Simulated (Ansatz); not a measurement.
`[SnH3][I]` + `C=N` → `C=[N][SnH3]` + HI at 500 K and 1 bar (ligand exchange at the Sn–I bond).

Program: Ansatz. Geometries: PBE0-D4/def2-TZVP. ΔE: electronic, gas phase. CCSD(T)/CBS is the MP2 limit (def2-TZVPP, def2-QZVPP) plus CCSD(T) − MP2 in def2-TZVPP, frozen cores. This one scheme is used for every species. def2 core potentials past Kr. For I, Sn outer-core shells are correlated without core-valence functions, which leaves a few kJ/mol of doubt a bond.

```
      species  CCSD(T)/CBS energy (Eh)  H − E (kJ/mol)  S (J/(mol·K))
  `[SnH3][I]`               -513.29032            82.4          331.9
        `C=N`                -94.52360           124.2          249.5
`C=[N][SnH3]`               -309.73027           166.8          358.6
           HI               -298.03592            28.6          221.6
```

H − E and S are ideal-gas, rigid-rotor, harmonic terms from PBE0-D4/def2-TZVP. 1 Eh = 2625.50 kJ/mol, R = 8.31446 J/(mol·K).

Task: By hand: ΔE, ΔH, ΔS and ΔG.

Result: ΔE = (-309.73027) + (-298.03592) − (-513.29032) − (-94.52360) = 0.04773 Eh = 125.3 kJ/mol. Δ(H − E) = 166.8 + 28.6 − 82.4 − 124.2 = -11.2, so ΔH = 114.1 kJ/mol. ΔS = 358.6 + 221.6 − 331.9 − 249.5 = -1.2 J/(mol·K). ΔG = 114.1 − 500 × (-1.2)/1000 = 114.7 kJ/mol.

Task: By hand: the equilibrium constant, and the temperature at which ΔG would vanish if ΔH and ΔS stayed fixed.

Result: log₁₀ K = −ΔG/(RT ln 10) = -12.0. ΔH and −TΔS have one sign here, so there is no such temperature. One of them is within its doubt of zero, so this could turn.

The number of gas molecules stays the same, so ΔS is small and ΔH decides. A doubt of 5 kJ/mol in ΔE shifts log₁₀ K by 0.5 here. These are equilibria of isolated gas molecules and say nothing of rates. Largest T1 diagnostic: 0.014 (customary marks: 0.02 for closed shells, 0.045 for open ones).
